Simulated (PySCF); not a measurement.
# `[AlH2][N]1C=C[SiH2]CC1`, C$_{4}$H$_{10}$AlNSi

Geometry (Å), atoms numbered from 1 in this order:
```xyz
17

Al    2.6067   -0.6599   -1.0755
N     0.9837   -0.3378   -0.3348
C     0.1222   -1.4054   -0.2146
C    -1.1901   -1.3739    0.0603
Si   -2.1205    0.2383    0.0800
C    -0.7768    1.4098   -0.5921
C     0.5415    0.9952    0.0465
H     3.5757    0.5100   -1.3186
H     2.9968   -2.0990   -1.4551
H     0.6448   -2.3532   -0.3847
H    -1.7071   -2.3187    0.1400
H    -3.2744    0.2249   -0.8276
H    -2.5429    0.6828    1.4178
H    -0.6907    1.3269   -1.6767
H    -0.9700    2.4560   -0.3611
H     1.3588    1.6773   -0.2413
H     0.4353    1.0388    1.1391
```

Computed, not measured: GIAO KT3/pcSseg-1 magnetisability, rotational g tensor and spin-rotation constants, non-relativistic, gas phase (PySCF). Geometry: GFN2-xTB.

**Question.** How diamagnetic is it, and how anisotropic?

**Answer.** Isotropic -1166 × 10⁻³⁰ J/T², or -70.2 × 10⁻⁶ cm³/mol; principal values -1228, -1164, -1106 × 10⁻³⁰ J/T², anisotropy 106 × 10⁻³⁰ J/T² (root of half the summed squared differences of the principal values). The susceptibility is in cgs units.

**Question.** Split it along the inertial axes a, b, c into diamagnetic and paramagnetic parts about the centre of mass, with the quadrupole moment.

**Answer.** 
| axis | χ (10⁻⁶ cm³/mol) | diamagnetic (10⁻⁶ cm³/mol) | paramagnetic (10⁻⁶ cm³/mol) | summed x² of all electrons (Å²) | quadrupole Θ (D Å) |
| --- | --- | --- | --- | --- | --- |
| a | -68.9 | -442.0 | 373.2 | 247.4 | -4.19 |
| b | -68.7 | -1147.9 | 1079.2 | 81.0 | +2.01 |
| c | -73.1 | -1393.1 | 1320.0 | 23.2 | +2.18 |

Anisotropies 2χaa − χbb − χcc = +4.1 and 2χbb − χaa − χcc = +4.5 × 10⁻⁶ cm³/mol. Θ is traceless in Buckingham's convention.

**Question.** And the rotational g tensor?

**Answer.** 
| axis | rotational constant (GHz) | g | nuclear part | electronic part |
| --- | --- | --- | --- | --- |
| a | 4.0306 | -0.0648 | 0.6418 | -0.7066 |
| b | 1.1453 | -0.0204 | 0.5602 | -0.5806 |
| c | 0.9397 | -0.0149 | 0.5679 | -0.5828 |

Asymmetric top; isotopes 27Al, 12C, 1H, 14N, 28Si; no vibrational averaging.
